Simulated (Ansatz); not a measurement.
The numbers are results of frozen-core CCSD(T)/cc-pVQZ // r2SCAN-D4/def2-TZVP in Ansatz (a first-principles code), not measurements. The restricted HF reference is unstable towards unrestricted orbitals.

Ansatz 0.2 input:
```yaml
crystal:
  periodic: [false, false, false]
  atoms:
    - { symbol: C, position_ang: [-1.443532, 0.027778, 0.084285] }
    - { symbol: B, position_ang: [0.064094, -0.088099, -0.030682] }
    - { symbol: Si, position_ang: [1.90193, 0.212371, 0.156491] }
    - { symbol: H, position_ang: [-1.999462, -0.780143, -0.398198] }
    - { symbol: H, position_ang: [-1.730973, 0.971861, -0.401853] }
    - { symbol: H, position_ang: [-1.764846, 0.115474, 1.12834] }
    - { symbol: H, position_ang: [2.532164, -1.048754, 0.644884] }
    - { symbol: H, position_ang: [2.440627, 0.589511, -1.183265] }
basis:
  gaussian: { orbitals: cc-pVQZ }
correlation:
  method: ccsd_t
```

Output:

```
Functional definition: HF
1849 factors; integrals over basis functions are off by at most 9.5e-4 eV
mean field evaluation 1: about -9639.9042 eV, gradient 2.5e1 eV
mean field evaluation 2: about -9639.9058 eV, gradient 2.5e1 eV
mean field evaluation 4: about -9641.8980 eV, gradient 2.8e0 eV
mean field evaluation 8: about -9641.9428 eV, gradient 2.6e-1 eV
mean field evaluation 16: about -9639.9036 eV, gradient 2.5e1 eV
mean field evaluation 32: about -9636.3156 eV, gradient 3.1e0 eV
mean field -9641.94349237 eV, -354.3348878007 hartree, gradient 2.3e-6 eV, S^2 0.000000; 0 other end points of the search recorded, 0 dependent functions left out; unrestricted orbitals would lower it
7 core orbitals not correlated
reference -9641.94349237 eV, -354.3348878007 hartree; 8, 8 occupied and 304, 304 virtual orbitals, 1849 factors
second order -11.29568331 eV of doubles, -0.00000000 eV of singles
cycle   1  -11.91969750 eV  change   -6.2e-1 eV  update   9.5e-2
cycle   2  -12.29376619 eV  change   -3.7e-1 eV  update   3.4e-2
cycle   3  -12.38555855 eV  change   -9.2e-2 eV  update   2.0e-2
cycle   4  -12.37560493 eV  change    1.0e-2 eV  update   6.5e-3
cycle   5  -12.37363652 eV  change    2.0e-3 eV  update   2.9e-3
cycle   6  -12.37370538 eV  change   -6.9e-5 eV  update   9.0e-4
cycle   7  -12.37368039 eV  change    2.5e-5 eV  update   3.0e-4
cycle   8  -12.37381210 eV  change   -1.3e-4 eV  update   1.3e-4
cycle   9  -12.37383834 eV  change   -2.6e-5 eV  update   4.9e-5
cycle  10  -12.37380867 eV  change    3.0e-5 eV  update   2.8e-5
cycle  11  -12.37381768 eV  change   -9.0e-6 eV  update   1.5e-5
perturbative correction -0.58733826 eV, -0.0215842829 hartree
Total energy: -9654.90464832 eV, -354.8112014962 hartree
```

Cost: about 30 core-minutes (a rough figure).
